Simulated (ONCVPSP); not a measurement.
## Building the ONCV potential for sulfur (PBEsol, scalar-relativistic).

ONCVPSP 4.0.1 was run on this input:

```
# ATOM AND REFERENCE CONFIGURATION
# atsym  z   nc   nv     iexc    psfile
  S 16.00    3    2  -116133      upf
#
#   n    l    f
    1    0    2.00
    2    0    2.00
    2    1    6.00
    3    0    1.00
    3    1    5.00
#
# PSEUDOPOTENTIAL AND OPTIMIZATION
# lmax
    2
#
#   l,   rc,      ep,       ncon, nbas, qcut
    0    1.25    0.00    3    8    4.50
    1    1.55    0.00    4    8    5.60
    2    1.20    0.07    4    7    7.80
#
# LOCAL POTENTIAL
# lloc, lpopt,  rc(5),   dvloc0
    4    5    1.20    2.00
#
# VANDERBILT-KLEINMAN-BYLANDER PROJECTORs
# l, nproj, debl
    0    2    1.50
    1    2    2.30
    2    2    1.70
#
# MODEL CORE CHARGE
# icmod, fcfact, rcfact
    3    4.75    1.70
#
# LOG DERIVATIVE ANALYSIS
# epsh1, epsh2, depsh
   -2.00    5.00    0.02
#
# OUTPUT GRID
# rlmax, drl
    6.00    0.01
#
# TEST CONFIGURATIONS
# ncnf
    4
# nvcnf
#   n    l    f
    2
    3    0    2.00
    3    1    4.00
#
    2
    3    0    2.00
    3    1    3.00
#
    2
    3    0    2.00
    3    1    2.00
#
    2
    3    0    0.00
    3    1    6.00
#
```

Command:

```bash
oncvpsp.x < S.dat > S.out
```

Resulting log (shortened: citation, most of the input echo, consistency checks and plot data are left out):

```
ONCVPSP  (Optimized Norm-Conservinng Vanderbilt PSeudopotential)
scalar-relativistic version 4.0.1

#   n    l    f        energy (Ha)
    1    0    2.00    -8.8316041E+01
    2    0    2.00    -7.8157176E+00
    2    1    6.00    -5.7967322E+00
    3    0    1.00    -6.5676117E-01
    3    1    5.00    -2.7671312E-01

Reference configufation results
  iterations    24
  all-electron total energy (Ha)   -3.98027993D+02

Begin loop to  construct optimized pseudo wave functions
and semi-local pseudopoentials for all angular momenta

   Wellstate for l =  0  n =  4
     eigenvalue =   0.8432
     asymptotic potential =   1.3432
     half-point radius =  3.0538

Calculating optimized projector #   1

 for l=   0

    Fraction of norm inside rc  0.260137
    Optimizing pswf for qcut=   4.51 a_B^-1,  ecut=  10.16 Ha
    Residual kinetic energy error=  3.86D-03 Ha

    Energy error per electron        Cutoff
         Ha          eV             Ha
         0.01000     0.27211        8.46
         0.00100     0.02721       20.88
         0.00010     0.00272      106.16
         0.00001     0.00027      161.52

Calculating optimized projector #   2

 for l=   0

    Fraction of norm inside rc  0.119831
    Optimizing pswf for qcut=   4.51 a_B^-1,  ecut=  10.16 Ha
    Residual kinetic energy error=  5.16D-03 Ha

    Energy error per electron        Cutoff
         Ha          eV             Ha
         0.01000     0.27211        8.86
         0.00100     0.02721       39.06
         0.00010     0.00272      162.00
         0.00001     0.00027      284.47

   Wellstate for l =  1  n =  5
     eigenvalue =   2.0233
     asymptotic potential =   2.5233
     half-point radius =  3.8492

Calculating optimized projector #   1

 for l=   1

    Fraction of norm inside rc  0.324196
    Optimizing pswf for qcut=   5.60 a_B^-1,  ecut=  15.68 Ha
    Residual kinetic energy error=  6.79D-05 Ha

    Energy error per electron        Cutoff
         Ha          eV             Ha
         0.01000     0.27211        4.11
         0.00100     0.02721        6.43
         0.00010     0.00272       14.75
         0.00001     0.00027       47.35

Calculating optimized projector #   2

 for l=   1

    Fraction of norm inside rc  0.104787
    Optimizing pswf for qcut=   5.60 a_B^-1,  ecut=  15.68 Ha
    Residual kinetic energy error=  1.84D-04 Ha

    Energy error per electron        Cutoff
         Ha          eV             Ha
         0.01000     0.27211        5.55
         0.00100     0.02721        7.74
         0.00010     0.00272       22.77
         0.00001     0.00027      102.36

   Wellstate for l =  2  n =  3
     eigenvalue =   0.0700
     asymptotic potential =   0.5700
     half-point radius = 23.2266

   Wellstate for l =  2  n =  4
     eigenvalue =   1.7700
     asymptotic potential =   2.2700
     half-point radius =  2.9533

Calculating optimized projector #   1

 for l=   2

    Fraction of norm inside rc  0.004242
    Optimizing pswf for qcut=   7.80 a_B^-1,  ecut=  30.41 Ha
    Residual kinetic energy error=  2.87D-05 Ha

    Energy error per electron        Cutoff
         Ha          eV             Ha
         0.01000     0.27211        3.57
         0.00100     0.02721       13.53
         0.00010     0.00272       24.69
         0.00001     0.00027       52.31

Calculating optimized projector #   2

 for l=   2

    Fraction of norm inside rc  0.184280
    Optimizing pswf for qcut=   7.80 a_B^-1,  ecut=  30.41 Ha
    Residual kinetic energy error=  3.73D-03 Ha

    Energy error per electron        Cutoff
         Ha          eV             Ha
         0.01000     0.27211       26.06
         0.00100     0.02721       35.74
         0.00010     0.00272       69.10
         0.00001     0.00027      145.89

Construct Vanderbilt / Kleinmman-Bylander projectors

B matrix Hermiticity error, ll=   0
   1   2    9.0804E-05

  Orthonormal projector coefficients  9.6835E+00  2.1249E+00

B matrix Hermiticity error, ll=   1
   1   2   -1.1081E-04

  Orthonormal projector coefficients  2.2728E+00  4.2887E-01

B matrix Hermiticity error, ll=   2
   1   2    1.0458E-05

  Orthonormal projector coefficients -9.3223E+00 -3.3599E+00

Model core correction analysis
  based on d2Exc/dn_idn_j

d2excae - all-electron derivatives

   -3.651951D-02   -2.970295D-02
   -2.970452D-02   -2.724837D-02

d2excps - pseudofunction derivatives with no core correction

   -3.918848D-02   -3.165855D-02
   -3.166054D-02   -2.856053D-02

rms 2nd derivative error    2.030733E-03

rmatch, rhocmatch    0.9302    1.8489

Teter function model core charge with specified parameters

d2excps - pseudofunction derivatives with core correction

   -3.082448D-02   -2.616423D-02
   -2.616467D-02   -2.500953D-02

rms 2nd derivative error    3.952812E-03

Pseudoatom total energy   -9.809551

Diagnostic tests using Vanderbilt-Kleinman-Bylander pseudopotentials
  1 or more projectors used as specified by nproj input data

   l    rcore       rmatch      e in        delta e   norm test  slope test

   0   1.2545034   1.2925929  -0.6567612   0.0000552   1.0000192   0.9995144
   0   1.2545034   1.2925929   0.8432388   0.0007690   1.0000303   1.0000303

   1   1.5559626   1.6032050  -0.2767131  -0.0000005   1.0000310   1.0002803
   1   1.5559626   1.6032050   2.0232869   0.0000010   1.0001903   1.0001903

   2   1.2030564   1.2395838   0.0700000   0.0000236   1.0000806   1.0000806
   2   1.2030564   1.2395838   1.7700000   0.0000310   1.0001436   1.0001436

 Testing for bound ghosts
   n   l    E NL Schr. Eq   E Basis Diag.   E Cutoff

   1   0       -0.656706       -0.636756    165.24

   2   1       -0.276714       -0.262136    124.30

 Testing for highly-localized positive-energy ghosts
       l    <radius>/rc     E Basis Diag.   E Cutoff

Test configuration 0

   n   l     f        eae           eps        diff
   1   0  2.0000  -88.31604146
   2   0  2.0000   -7.81571756
   2   1  6.0000   -5.79673217
   3   0  1.0000   -0.65676117   -0.65670597    5.52D-05
   3   1  5.0000   -0.27671312   -0.27671360   -4.79D-07

    Total energies and differences
      AE_ref= -3.98027993D+02  AE_tst= -3.98027993D+02  dif=  0.00D+00
      PS_ref= -9.80955099D+00  PS_tst= -9.80955099D+00  dif= -3.91D-14
      PSP excitation error=  3.91D-14

Test configuration 1

   n   l     f        eae           eps        diff
   1   0  2.0000  -88.26247830
   2   0  2.0000   -7.76298304
   2   1  6.0000   -5.74458307
   3   0  2.0000   -0.63187900   -0.63146596    4.13D-04
   3   1  4.0000   -0.25645142   -0.25634795    1.03D-04

    Total energies and differences
      AE_ref= -3.98027993D+02  AE_tst= -3.98405760D+02  dif= -3.78D-01
      PS_ref= -9.80955099D+00  PS_tst= -1.01871443D+01  dif= -3.78D-01
      PSP excitation error= -1.74D-04

Test configuration 2

   n   l     f        eae           eps        diff
   1   0  2.0000  -88.70235913
   2   0  2.0000   -8.19387787
   2   1  6.0000   -6.17642025
   3   0  2.0000   -1.01275304   -1.01223660    5.16D-04
   3   1  3.0000   -0.61576760   -0.61537285    3.95D-04

    Total energies and differences
      AE_ref= -3.98027993D+02  AE_tst= -3.97974570D+02  dif=  5.34D-02
      PS_ref= -9.80955099D+00  PS_tst= -9.75616968D+00  dif=  5.34D-02
      PSP excitation error=  4.16D-05

Test configuration 3

   n   l     f        eae           eps        diff
   1   0  2.0000  -89.23418351
   2   0  2.0000   -8.70741313
   2   1  6.0000   -6.69178407
   3   0  2.0000   -1.44498303   -1.44482669    1.56D-04
   3   1  2.0000   -1.02662573   -1.02615111    4.75D-04

    Total energies and differences
      AE_ref= -3.98027993D+02  AE_tst= -3.97157223D+02  dif=  8.71D-01
      PS_ref= -9.80955099D+00  PS_tst= -8.93924722D+00  dif=  8.70D-01
      PSP excitation error=  4.66D-04

Test configuration 4

   n   l     f        eae           eps        diff
   1   0  2.0000  -88.36647749
   2   0  2.0000   -7.86572592
   2   1  6.0000   -5.84609290
   3   1  6.0000   -0.29560411   -0.29573486   -1.31D-04

    Total energies and differences
      AE_ref= -3.98027993D+02  AE_tst= -3.97645820D+02  dif=  3.82D-01
      PS_ref= -9.80955099D+00  PS_tst= -9.42729828D+00  dif=  3.82D-01
      PSP excitation error= -7.97D-05
```

The run took about 4.1 s on one core of a shared server CPU.
